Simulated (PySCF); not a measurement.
How exact exchange moves a shielding

Molecule: SMILES F[SiH2]C(F)(F)Cl, CH₂ClF₃Si.

Geometry:
```csv
atom,x (Å),y (Å),z (Å)
F1,1.083,1.498,-1.027
Si2,0.934,0.324,0.076
C3,-0.828,-0.430,-0.084
F4,-1.049,-0.982,-1.283
F5,-0.978,-1.397,0.840
Cl6,-2.063,0.825,0.204
H7,1.060,0.891,1.439
H8,1.920,-0.745,-0.221
```

GIAO shieldings (ppm, equivalent atoms averaged) in PySCF on the PBE0-D3(BJ)/def2-SVP geometry, basis pcSseg-2, gas phase, non-relativistic:

| functional | exact exchange (%) | σ(F4/F5) | σ(F1) | σ(Si2) | σ(C3) |
| --- | --- | --- | --- | --- | --- |
| BLYP | 0 | 227.3 | 376.8 | 336.3 | 26.9 |
| BP86 | 0 | 228.1 | 378.8 | 342.4 | 32.9 |
| PBE | 0 | 226.9 | 378.9 | 342.4 | 33.1 |
| B3LYP | 20 | 247.5 | 385.3 | 349.2 | 36.6 |
| PBE0 | 25 | 252.1 | 389.1 | 359.3 | 44.7 |
| BHandHLYP | 50 | 272.4 | 395.1 | 370.1 | 50.3 |
| HF | 100 | 306.5 | 407.7 | 410.3 | 72.4 |

Problem. Fit each shielding as a line in the percentage of exact exchange.

Solution. σ(F4/F5) = 229.3 + 0.80 x (rms 2.4 ppm); σ(F1) = 379.1 + 0.30 x (rms 1.4 ppm); σ(Si2) = 339.4 + 0.69 x (rms 3.1 ppm); σ(C3) = 30.9 + 0.41 x (rms 2.5 ppm). The functionals also differ in their semilocal parts, which the line can't hold; Hartree–Fock has no correlation at all.

Problem. What does the line predict for mPW1PW91 (25 %), and what does the run give?

Solution. σ(F4/F5): 249.3 predicted, 253.3 computed; σ(F1): 386.6 predicted, 388.9 computed; σ(Si2): 356.6 predicted, 358.9 computed; σ(C3): 41.1 predicted, 43.9 computed ppm.
